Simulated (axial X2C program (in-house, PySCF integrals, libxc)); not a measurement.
# Cl or C: which binds elements of chip processing more strongly?

Computed with an axial X2C code built on PySCF integrals, spin-free (one-electron X2C) or two-component (2c: spin–orbit coupling with atomic mean-field Coulomb and Gaunt terms, which also bring small scalar terms), in Dyall basis sets with cores contracted in-house; open shells are unrestricted.

Level PBE0, spin-free. Dyall triple-zeta sets: BCl v3z/av3z; BC v3z/v3z; AlCl v3z/av3z; AlC v3z/v3z; SiCl v3z/av3z; SiC v3z/v3z; TiCl cv3z/av3z; TiC cv3z/v3z; GaCl cv3z/av3z; GaC cv3z/v3z; GeCl cv3z/av3z; GeC cv3z/v3z; InCl cv3z/av3z; InC cv3z/v3z; SnCl cv3z/av3z; SnC cv3z/v3z; SbCl cv3z/av3z; SbC cv3z/v3z.

Diatomic bonds are a first guide to the radicals met in plasma etching, cleaning and deposition, though surfaces and higher halides or oxides behave in their own way.

```
element M      state of MCl  Re MCl (Å)  D0 MCl (eV)       state of MC  Re MC (Å)  D0 MC (eV)
        B    M_S = 0, Λ = 0       1.720         5.23  M_S = 3/2, Λ = 0      1.478        4.63
       Al    M_S = 0, Λ = 0       2.155         5.07  M_S = 3/2, Λ = 0      1.972        3.47
       Si  M_S = 1/2, Λ = 1       2.078         4.30    M_S = 1, Λ = 1      1.718        4.21
       Ti  M_S = 3/2, Λ = 3       2.253         4.59    M_S = 1, Λ = 0      1.642        3.98
       Ga    M_S = 0, Λ = 0       2.217         4.78  M_S = 3/2, Λ = 0      1.994        3.26
       Ge  M_S = 1/2, Λ = 1       2.177         4.03    M_S = 1, Λ = 1      1.791        3.73
       In    M_S = 0, Λ = 0       2.418         4.54  M_S = 3/2, Λ = 0      2.200        2.94
       Sn  M_S = 1/2, Λ = 1       2.373         3.88    M_S = 1, Λ = 1      2.008        3.09
       Sb    M_S = 1, Λ = 0       2.344         3.17  M_S = 1/2, Λ = 0      1.877        3.31
```

Task: Work out the energy at 0 K of MCl + C → MC + Cl for each element.

Result: ΔE = D0(MCl) − D0(MC) at PBE0, spin-free: B 0.60, Al 1.60, Si 0.09, Ti 0.61, Ga 1.52, Ge 0.30, In 1.60, Sn 0.79, Sb -0.14 eV (negative: the exchange gives off energy).

Task: For which element is the exchange to C most and for which least favourable, and what is the energy of SbCl + AlC → SbC + AlCl?

Result: Sb most (-0.14 eV), Al least (1.60 eV; too close to rank against Ga, In). The atoms cancel in the double exchange: ΔE = -0.14 − (1.60) = -1.74 eV, a figure less sensitive to errors in the atoms than D0 itself.

Each entry is the lowest single determinant of a limited PBE0 search at one distance. D0 = De minus the zero-point energy; De goes to single-determinant-based atoms at the same level (for ions the charge split of lowest energy) and is withheld (n/a) where an atom does not fit its ground term or J level. Main or longest-lived isotopes. One determinant is a doubtful description, or other states lie close, for BC, SiC, TiCl, TiC, GeC, SnC, SbCl, SbC; these need not be ground states, and all values refer to the states named. The functionals have no current term, which raises determinants with orbital currents. Spin-free values lack the spin–orbit lowering of the atoms, a third of the ²P splitting for halogens (0.036 eV for Cl, 0.152 eV for Br from NIST levels). These D0 were not checked against measured values; triple-zeta sets, frozen cores and single determinants leave errors of some tenths of an eV, more for transition metals.
